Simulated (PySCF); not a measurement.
# P⁺: excitation energy

P⁺ [Ne] 3s2 3p2 (3P) → P⁺ [Ne] 3s1 3p2 4s1 (5P), as a difference of total energies. Computed with PySCF 2.14 in aug-cc-pVTZ-DK (6s5p3d2f, 50 functions), with the spin-free X2C one-electron Hamiltonian (Gaussian nucleus). Correlated levels: valence: [Ne] frozen. The calculations carry no spin-orbit coupling.

```csv
method,excitation energy (eV)
UHF,15.827
BHandHLYP,17.686
PBEsol,17.326
wB97M-V,17.535
MP2 (valence),17.047
SCS-MP2 (valence),17.464
```

Problem. How much does correlation contribute at MP2 (valence)?

Solution. 17.047 − (15.827) = 1.220 eV, measured against UHF.

The promoted electron is Rydberg-like, and one or two diffuse shells describe it only roughly, which tends to raise the upper state.
